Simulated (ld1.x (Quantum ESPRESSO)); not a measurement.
## Before and after: ultrasoft potential for gallium

ld1.x (Quantum ESPRESSO) 7.5 input, shortened:

```
&input
   title='Ga', zed=31., rel=1, dft='PBE', iswitch=3,
   config='[Ar] 3d10 4s1 4p2'
 /
 &inputp
   pseudotype=3, tm=.true., lloc=-1, rcloc=1.90,
   nlcc=.false.,
   which_augfun='PSQ', rmatch_augfun_nc=.true.
 /
4
4S  1  0   1.00   0.00  1.65  1.95  0.0
4S  1  0   0.00  -0.40  1.65  1.95  0.0
4P  2  1   2.00   0.00  1.50  2.10  0.0
4P  2  1   0.00   1.45  1.50  2.10  0.0
 &test
   configts(1)='4s1 4p2'
 /
```

All-electron outer shells of the reference configuration (PBE, scalar-relativistic, ld1.x):

```csv
shell,level (eV),outermost node (bohr),outermost maximum (bohr)
3p,-100.79,0.24,0.56
3d,-21.04,–,0.53
4s,-10.04,0.80,1.87
4p,-3.35,0.87,2.47
```

Change: core correction a·sin(br)/r model core inside 1.90 bohr.

Cutoffs: the cutoffs (Ry, on a coarse ladder) from which the occupation-weighted sum of valence levels, in a spherical-Bessel basis at the reference potential, stays within 10 and 1 mRy of its value at 400 Ry; they do not see the model core or the augmentation charge, which bear on the density cutoff. Errors are all-electron minus pseudo energies relative to the spin-unpolarised reference configuration.

Q: Predict the effect on cutoff, ghosts and configuration errors.

A: Both files are so soft that the ladder of cutoffs tells neither apart; of the 7 tests that both files solve, the error grows in 2 and shrinks in 5 by more than 15 % and 0.3 meV (median size 32.3 → 10.5 meV); neither file shows a bound ghost. A model core, the more so a compact one, raises the density cutoff, which this test does not measure.

| quantity | base | changed |
| --- | --- | --- |
| cutoff, loose | 6 Ry | 6 Ry |
| cutoff, tight | 10 Ry | 10 Ry |
| bound ghosts | none | none |
| error for 4s2 4p1, meV [ΔE -6.54 eV] | +27 | -11 |
| error for 4s2 4p0, meV [ΔE -0.85 eV] | +69 | +6.0 |
| error for 4s1 4p0, meV [ΔE 20.28 eV] | +62 | -83 |
| error for 4s1 4p1, meV [ΔE 6.52 eV] | -0.5 | -11 |
| error for 4s2 4p1.3, meV [ΔE -7.07 eV] | +21 | -14 |
| error for 4s0 4p3, meV [ΔE 6.83 eV] | +32 | -8.9 |
| error for 4s2 4p0.5, meV [ΔE -4.51 eV] | +42 | -2.6 |
| s: phases at 2.30 bohr within 0.05 rad from the reference energy up to (Ry; the scan ends near 5) | 4.2 | 4.2 |
| p: phases at 2.30 bohr within 0.05 rad from the reference energy up to (Ry; the scan ends near 5) | to the end of the scan | to the end of the scan |
| lowest overlap eigenvalue by channel | s 0.40, p 0.63 | s 0.40, p 0.63 |
